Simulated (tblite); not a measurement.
Compound: C₂H₉NOSi.
Numbering: `[CH3:1][O:2][Si@H:3]([CH3:4])[NH2:5]` (hydrogens: H6, H7, H8 on C1; H9 on Si3; H10, H11, H12 on C4; H13, H14 on N5)

Computed with GFN2-xTB (tblite), gas phase: L-BFGS steps from a force-field or distance-geometry start until the largest atomic force falls under 0.01 eV/Å.

Step 99: E = -479.9750 eV
```
atom  x, y, z in Å  |  force x, y, z in eV/Å
C1      2.2220   -0.2716    0.4752   -0.004   0.004   0.008
O2      1.0329    0.4492    0.5443   -0.001   0.003   0.007
Si3    -0.4032    0.0895   -0.1238    0.006  -0.004  -0.023
C4     -1.5803    1.3996    0.5494    0.001  -0.002  -0.012
N5     -0.9350   -1.4651    0.4203   -0.008   0.018   0.002
H6      2.9729    0.2608    1.0604    0.016  -0.002  -0.001
H7      2.5683   -0.3590   -0.5583   -0.004   0.000  -0.006
H8      2.0947   -1.2761    0.8860    0.006  -0.009   0.006
H9     -0.2764    0.1616   -1.5942   -0.003   0.002   0.013
H10    -1.8319    1.2151    1.5877   -0.008   0.001   0.004
H11    -1.1452    2.3901    0.4830    0.003  -0.005  -0.004
H12    -2.5016    1.4053   -0.0224   -0.013  -0.007   0.010
H13    -0.3285   -2.2593    0.2917   -0.007  -0.009  -0.004
H14    -1.8895   -1.7404    0.2584    0.016   0.010   0.000
```

Step 100: E = -479.9752 eV
```
atom  x, y, z in Å  |  force x, y, z in eV/Å
C1      2.2221   -0.2708    0.4765   -0.006   0.009   0.010
O2      1.0325    0.4490    0.5460    0.001   0.004   0.008
Si3    -0.4028    0.0895   -0.1240    0.010  -0.013  -0.038
C4     -1.5800    1.3987    0.5498    0.008  -0.001  -0.020
N5     -0.9362   -1.4656    0.4173   -0.017   0.015   0.002
H6      2.9740    0.2640    1.0577    0.020   0.005   0.002
H7      2.5660   -0.3617   -0.5575   -0.006  -0.005  -0.005
H8      2.0966   -1.2732    0.8926    0.005  -0.018   0.001
H9     -0.2729    0.1622   -1.5947   -0.006   0.003   0.024
H10    -1.8250    1.2165    1.5900   -0.015   0.003   0.011
H11    -1.1463    2.3894    0.4780    0.000  -0.001  -0.002
H12    -2.5040    1.4011   -0.0175   -0.012  -0.008   0.012
H13    -0.3323   -2.2615    0.2859   -0.008  -0.004  -0.005
H14    -1.8922   -1.7379    0.2578    0.027   0.012   0.001
```

Step 101: E = -479.9755 eV
```
atom  x, y, z in Å  |  force x, y, z in eV/Å
C1      2.2213   -0.2710    0.4796   -0.006   0.012   0.009
O2      1.0319    0.4492    0.5500    0.005   0.002   0.007
Si3    -0.4014    0.0910   -0.1250    0.014  -0.025  -0.054
C4     -1.5800    1.3973    0.5509    0.011   0.004  -0.026
N5     -0.9371   -1.4653    0.4107   -0.027   0.003   0.001
H6      2.9770    0.2692    1.0505    0.023   0.012   0.003
H7      2.5585   -0.3719   -0.5558   -0.007  -0.010   0.002
H8      2.0983   -1.2685    0.9078    0.004  -0.022  -0.007
H9     -0.2648    0.1665   -1.5957   -0.011   0.004   0.036
H10    -1.8092    1.2211    1.5957   -0.022   0.009   0.009
H11    -1.1525    2.3897    0.4653   -0.009  -0.003   0.002
H12    -2.5112    1.3892   -0.0049   -0.003  -0.007   0.019
H13    -0.3365   -2.2633    0.2750   -0.013   0.007  -0.004
H14    -1.8950   -1.7336    0.2537    0.041   0.015   0.002
```

Question: Estimate the geometry and energy of step 102. (The exact step hangs on the optimiser's Hessian estimate; all steps are aligned on step 101, rigid shifts and turns removed.)

Answer: E = -479.9758 eV, largest force 0.059 eV/Å
```
atom  x, y, z in Å  |  force x, y, z in eV/Å
C1      2.2203   -0.2721    0.4840    0.002   0.013   0.005
O2      1.0317    0.4491    0.5578    0.008   0.000   0.002
Si3    -0.3980    0.0940   -0.1266    0.014  -0.028  -0.050
C4     -1.5806    1.3949    0.5519    0.008   0.010  -0.027
N5     -0.9379   -1.4631    0.4017   -0.028  -0.012   0.001
H6      2.9829    0.2752    1.0389    0.018   0.012   0.001
H7      2.5460   -0.3877   -0.5538   -0.008  -0.012   0.014
H8      2.1013   -1.2635    0.9279    0.005  -0.020  -0.012
H9     -0.2512    0.1746   -1.5960   -0.016   0.005   0.037
H10    -1.7886    1.2274    1.6027   -0.024   0.017   0.002
H11    -1.1649    2.3907    0.4471   -0.017  -0.008   0.007
H12    -2.5217    1.3703    0.0128    0.011  -0.007   0.024
H13    -0.3422   -2.2641    0.2614   -0.013   0.015  -0.004
H14    -1.8978   -1.7260    0.2480    0.040   0.014   0.000
```

The energy changes by -0.0004 eV. The first-order estimate −F·Δx gives -0.0005 eV and the mean of the old and new forces, exact on a quadratic surface, -0.0004 eV. The step makes an angle of 85° with the force vector and moves no atom by more than 0.028 Å.

The cost below is that of the whole relaxation. The run took 0.91 s on one thread, Arm Neoverse N1 (aarch64), no GPU, shared host with 64 logical CPUs at a one-minute load of 60.
